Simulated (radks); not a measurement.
The numbers below are computed, except where a source is named.
The mean radii <r> (bohr) of the occupied orbitals of an atom or ion are listed with their occupations. Code: a radial shooting solver on a logarithmic mesh with Libxc functionals. Model: Dirac Kohn-Sham, relativistic LDA (MacDonald-Vosko exchange, VWN5 correlation), spin-unpolarised, spherical densities, finite nucleus; Fermi nuclear charge, rms radius of each element as measured or else 0.836 A^(1/3) + 0.57 fm.

| orbital | occ. | <r> |
|---|---|---|
| 1s1/2 | 2 | 0.01907 |
| 2s1/2 | 2 | 0.07923 |
| 2p1/2 | 2 | 0.06561 |
| 2p3/2 | 4 | 0.07304 |
| 3s1/2 | 2 | 0.1929 |
| 3p1/2 | 2 | 0.1813 |
| 3p3/2 | 2 | 0.1926 |

Name the element and its charge. Open shells, if any, fill j = l - 1/2 first.

Answer. Z = 72, hafnium, charge +56: Hf56+ in [Ne] 3s2 3p4. The 1s radius gives Z: for a bare nucleus <r> = (2 gamma + 1)/(2Z) with gamma = sqrt(1 - (Z/c)^2), 0.01876 bohr for Z = 72, and screening makes it slightly larger (0.01907 here). The occupations add up to 16, and the charge is Z minus that.
